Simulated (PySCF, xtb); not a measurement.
GeH2F2, SMILES [F][GeH2][F].

GFN2-xTB run with xtb at its own geometry gives an orbital gap of 7.74 eV and a dipole moment of 3.29 D.

The structure is a stationary point at ωB97X-D3(BJ)/def2-TZVP.

### Question
What does PBE0/def2-TZVPD run with PySCF give? (The exact figures need the calculation; the answer reports its results.)

### Answer
gap 9.76 eV (levels -10.10 and -0.34 eV), dipole 2.68 D.
